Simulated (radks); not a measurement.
Results of a calculation; reference values are marked as such.
Problem. The table gives one normalised radial function P(r) = r R(r) of Hg in [Xe] 4f14 5d10 6s1 6p1 (r in bohr). Level of theory: scalar-relativistic Kohn-Sham, OLYP, spin-polarised, spherical densities, point nucleus; open shells are filled with parallel spins first (spin-orbit coupling, left out, can overturn this in heavy ions) (a radial shooting solver on a logarithmic mesh with Libxc functionals).

| r | P |
|---|---|
| 0.002233 | 0.0461 |
| 0.003076 | 0.0549 |
| 0.004236 | 0.0630 |
| 0.005833 | 0.0684 |
| 0.007969 | 0.0679 |
| 0.01097 | 0.0572 |
| 0.01511 | 0.0316 |
| 0.02081 | -0.0105 |
| 0.02866 | -0.0622 |
| 0.03947 | -0.1019 |
| 0.05392 | -0.0955 |
| 0.07426 | -0.0176 |
| 0.1023 | 0.1014 |
| 0.1408 | 0.1490 |
| 0.1939 | 0.0234 |
| 0.2649 | -0.1741 |
| 0.3649 | -0.1777 |
| 0.5025 | 0.1033 |
| 0.692 | 0.3323 |
| 0.9529 | 0.1618 |
| 1.302 | -0.2853 |
| 1.793 | -0.6430 |
| 2.469 | -0.6820 |
| 3.4 | -0.4711 |
| 4.682 | -0.2152 |
| 6.397 | -0.0645 |
| 8.809 | -0.0110 |
| 12.13 | -0.0009 |

Which n and l does it have? It may be an empty orbital.

Solution. n = 6, l = 0: the number of nodes gives n - l - 1 = 5, the rise at small r (about r^(l+1), flatter next to the nucleus through relativity) gives l, and the extent must fit the shell. The curve is that of 6s up; the table hardly tells the two spins apart. 6s up: eigenvalue -8.570 eV, 5 radial nodes at r = 0.0194, 0.0780, 0.201, 0.455, 1.08 bohr, <r> = 2.60 bohr, 90 % of the charge inside 3.87 bohr.
